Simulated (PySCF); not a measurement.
MoH4, SMILES [MoH4] (connectivity only; charge and spin as stated), neutral, multiplicity 3. Geometry optimised at PBE-D3(BJ)/def2-TZVPD. The spin state was assumed, not searched. The def2 effective core potentials stand for the cores of Mo; spin–orbit coupling is left out.

These are PySCF with PBE-D3(BJ)/def2-TZVPD values and carry that method's errors.

Harmonic wavenumbers (cm⁻¹): 543, 543, 543, 698, 698, 1875, 1875, 1875, 1910. Rotational constants (GHz): 65.44, 65.44, 65.44; symmetry number 12.

Question: Work out the zero-point energy and the ideal-gas rigid-rotor harmonic-oscillator thermochemistry at 298.15 K and 1 atm.

Answer: ZPE = ½ Σ hcν = ½ × 10560 cm⁻¹ = 15.10 kcal/mol. H − E(el) = 17.98 kcal/mol. Entropy in cal/(mol K): translation 39.72, rotation 12.75, vibration 2.30, spin 2.18, total 56.96. G − E(el) = 0.99 kcal/mol. Cp = 13.16 cal/(mol K).
